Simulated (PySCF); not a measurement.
C₇H₇FO.
Atom-mapped SMILES: `[CH:1]#[C:2][C:3]1=[CH:4][C@@H:5]([F:6])[CH2:7][O:8][CH2:9]1`

Definitions: NICS(0) = −σiso at the ring centroid; NICS(1) = −σiso and NICS(1)zz = −σzz at ±1 Å along the ring normal z. Level: GIAO PBE0/pcSseg-1 (PySCF, non-relativistic, gas phase) on the GFN2-xTB geometry, one conformer.

Ring bond lengths (Å), with Mayer bond orders in brackets: C3–C4 1.334 (1.80), C4–C5 1.496 (1.02), C5–C7 1.534 (1.03), C7–O8 1.405 (0.93), O8–C9 1.409 (0.93), C9–C3 1.509 (0.99).

Question: What do the NICS probes read (ppm)?

Answer: 
```csv
ring,type,NICS(0),"NICS(1), two faces","NICS(1)zz, two faces",rms pucker (Å),"centre to ring atoms, mean (Å)"
C3–C4–C5–C7–O8–C9,"6-membered ring with O; formal bonds 1 double, 5 single",-1.8,-1.8 / -2.6,2.5 / 0.4,0.20,1.41
```

Question: What do they say, and how far can they be read as aromaticity?

Answer: 
- C3–C4–C5–C7–O8–C9: mean NICS(1)zz 1.4 ppm, near zero. C5, C7, C9 have four or more neighbours, so the value isn't read as a sign of a π ring current.

Question: Give the inner angles of the rings and the Hirshfeld charges of the ring atoms.

Answer: 
- C3–C4–C5–C7–O8–C9: C3 121.4° (+0.004 e), C4 120.9° (-0.047 e), C5 109.9° (+0.055 e), C7 109.9° (-0.006 e), O8 112.8° (-0.139 e), C9 113.6° (+0.007 e); sum 688.5° against 720° for a flat convex ring.

Question: How shielded are the nuclei of the rings and their hydrogens (means over atoms taken as equivalent)?

Answer: 
```csv
atoms,environment,σ isotropic (ppm),"principal values of the symmetric part, first atom (ppm)"
C3,fully substituted alkene carbon,57.2,"-46.6, 63.5, 154.6"
C4,alkene CH carbon,41.7,"-69.8, 48.0, 146.8"
C5,sp3 C–F carbon,101.1,"69.8, 79.3, 154.2"
C7,sp3 carbon bound to oxygen,117.0,"89.2, 106.5, 155.2"
O8,cyclic ether oxygen,303.4,"260.7, 299.7, 349.7"
C9,sp3 carbon bound to oxygen,115.3,"91.6, 102.5, 151.9"
H on C4,vinylic hydrogen,24.88,"22.3, 24.4, 28.0"
H on C5,methine hydrogen,26.36,"22.9, 27.1, 29.1"
H on C7,methylene hydrogen,27.36,"23.5, 26.7, 31.9"
H on C7,methylene hydrogen,28.24,"24.8, 27.6, 32.3"
H on C9,methylene hydrogen,27.49,"23.1, 27.7, 31.7"
H on C9,methylene hydrogen,27.43,"22.9, 27.5, 32.0"
```
